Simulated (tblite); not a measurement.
Start geometry of `C/N=C\C1=NN=C[N]1` [radical] from a force field or distance geometry (Å):
```
atom  x, y, z in Å
C1    -1.8803    0.5848   -0.2496
N2    -1.7591   -0.8611   -0.1589
C3    -0.6259   -1.4620    0.0091
C4     0.5889   -0.6758    0.0834
N5     1.7528   -1.2513    0.2576
N6     2.7245   -0.2684    0.2948
C7     2.1957    0.9217    0.1668
N8     0.7973    0.7282    0.0354
H9    -1.4710    1.0777    0.6619
H10   -1.4387    1.0096   -1.1404
H11   -2.9834    0.8761   -0.2325
H12   -0.5964   -2.5578    0.0762
H13    2.6913    1.8788    0.1783
```

What comes out of this run: GFN2-xTB geometry optimisation, gas phase (tblite 0.8.0)?

```
atom  x, y, z in Å
C1    -1.9770    0.6013   -0.2310
N2    -1.7049   -0.7824   -0.1377
C3    -0.5821   -1.3359    0.0025
C4     0.6675   -0.6371    0.0964
N5     1.8513   -1.2662    0.2533
N6     2.7527   -0.3557    0.3034
C7     2.1589    0.8316    0.1788
N8     0.8442    0.6973    0.0453
H9    -1.5548    1.1471    0.6177
H10   -1.5458    1.0203   -1.1437
H11   -3.0599    0.7317   -0.2501
H12   -0.5359   -2.4160    0.0609
H13    2.6814    1.7645    0.1864
```

The energy falls by 0.743 eV over 32 L-BFGS steps, the largest force on an atom goes from 3.93 to 0.010 eV/Å, and the atoms move by 0.113 Å rms after alignment. The bond that changes most is N5–N6 (both ends nitrogen bonded to C and N), which shortens by 0.100 Å. Bonds longer at the end by more than 0.005 Å: 3 of 13; shorter: 10. Among the angles that change most is H9–C1–H11, from 103.3° to 109.7°. Rotational constants go from 5481, 1609, 1254 to 5955, 1582, 1260 MHz. The orientation of the end geometry is arbitrary; only internal coordinates are fixed.

Time: 0.33 s wall. Hardware: AMD EPYC, one thread, on a shared host.

GFN2-xTB frequencies show an imaginary mode (109i cm⁻¹), so the point is no minimum at that level. 3 starts were optimised and ended at 0.00, 0.01 and 0.57 kcal/mol (GFN2-xTB); the lowest of these is shown.

One conformer stands for the species.

The numbers are calculated, not measured.
